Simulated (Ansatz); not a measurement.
The molecule BeCd, multiplicity 3 (an upper state: multiplicity 1 came lower at CCSD(T)/def2-TZVPP on PBE0 minima). No spin–orbit coupling.

The constants come from a fifth-degree fit in 1/R (seven points, main isotopes). In def2 and cc sets the state is the lowest found near the PBE0 minimum, followed along R.

Correlated levels freeze the inner cores; with def2 sets outer-core shells near the valence are correlated too.

Codes used: Ansatz (an electronic-structure program) with Gaussian orbitals.  In def2 rows elements past Kr take small-core potentials, without spin–orbit coupling.

```tsv
level	r_e (Å)	ω_e (cm⁻¹)	ω_e x_e (cm⁻¹)	dipole (D)
PBE/def2-TZVPP	2.338	401	3.4	1.26
PBE0/def2-TZVPP	2.341	406	3.5	1.48
CCSD/def2-TZVPP	2.374	(withheld)	3.9	-
CCSD(T)/def2-TZVPP	(withheld)	(withheld)	3.7	-
```

Q: Complete the blanks.

A: 
- CCSD(T)/def2-TZVPP, r_e (Å): 2.367
- CCSD(T)/def2-TZVPP, ω_e (cm⁻¹): 388
- CCSD/def2-TZVPP, ω_e (cm⁻¹): 384
